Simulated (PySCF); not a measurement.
BH2O2, SMILES O[B]O, multiplicity 2. Geometry optimised at PBE-D3(BJ)/def2-TZVP. The isomer is the one that the SMILES or the coordinates give; other isomers of the formula were not compared. The values are those of a single conformer.

Computed equilibrium geometry at PBE-D3(BJ)/def2-TZVP (PySCF confirms it by a frequency run) as Cartesian coordinates in Å, and its point group (one conformer of several):
point group C2v.
```xyz
5

O      0.0000     1.2312     0.0374
B      0.0000     0.0000    -0.5272
O      0.0000    -1.2312     0.0374
H      0.0000     1.2515     1.0188
H      0.0000    -1.2515     1.0188
```
Charge 0, spin multiplicity 2.
